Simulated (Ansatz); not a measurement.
## Ligand exchange: C2H5FMg + CHBr2Cl → C2H6Mg + CBr2ClF

Species: C2H5FMg `C[CH2][Mg][F]`, singlet; CHBr2Cl `ClC(Br)Br`, singlet; C2H6Mg `C[CH2][MgH]`, singlet; CBr2ClF (dibromochlorofluoromethane) `FC(Cl)(Br)Br`, singlet. The partners trade F for H: Mg–F and C–H bonds give way to Mg–H and C–F.

Shapes, held fixed at every level: PBE0-D4/def2-TZVP. Programs: Ansatz 0.2.0. The zero-point and thermal change to 298 K, harmonic and unscaled (PBE0-D4/def2-TZVP), is -15.4 kJ/mol.

```json
{"level": "HF/def2-TZVPP", "kind": "Hartree–Fock", "ΔH(298 K) (kJ/mol)": "+263.0", "less CCSD(T)/def2-TZVPP": "+4.4", "CPU time (sum over the molecules)": "–"}
{"level": "PBE-D4/def2-TZVPP", "kind": "GGA", "ΔH(298 K) (kJ/mol)": "+240.9", "less CCSD(T)/def2-TZVPP": "-17.7", "CPU time (sum over the molecules)": "24 s"}
{"level": "B3LYP-D4/def2-TZVPP", "kind": "global hybrid", "ΔH(298 K) (kJ/mol)": "+254.2", "less CCSD(T)/def2-TZVPP": "-4.4", "CPU time (sum over the molecules)": "44 s"}
{"level": "PBE0-D4/def2-TZVPP", "kind": "global hybrid", "ΔH(298 K) (kJ/mol)": "+247.8", "less CCSD(T)/def2-TZVPP": "-10.8", "CPU time (sum over the molecules)": "30 s"}
{"level": "B2PLYP/def2-TZVPP", "kind": "double hybrid", "ΔH(298 K) (kJ/mol)": "+264.4", "less CCSD(T)/def2-TZVPP": "+5.8", "CPU time (sum over the molecules)": "47 s"}
{"level": "MP2/def2-SVP", "kind": "perturbation theory", "ΔH(298 K) (kJ/mol)": "+271.1", "less CCSD(T)/def2-TZVPP": "+12.5", "CPU time (sum over the molecules)": "–"}
{"level": "CCSD(T)/def2-SVP", "kind": "coupled cluster or CI", "ΔH(298 K) (kJ/mol)": "+257.8", "less CCSD(T)/def2-TZVPP": "-0.8", "CPU time (sum over the molecules)": "49 s"}
{"level": "CCSD(T)/def2-TZVPP", "kind": "coupled cluster or CI", "ΔH(298 K) (kJ/mol)": "+258.6", "less CCSD(T)/def2-TZVPP": "0.0", "CPU time (sum over the molecules)": "12 min"}
```

The highest level, CCSD(T)/def2-TZVPP, gives ΔH(298 K) = +258.6 kJ/mol; the levels span +240.9 to +271.1. The column of differences is taken from that level and isn't an error. No measured value is set beside it here. Relativity is left out for Br unless named. Correlated rows may include outer-core shells of Br, Mg, which these sets cover unevenly. Times are processor times on shared x86 and Arm servers, and rough.
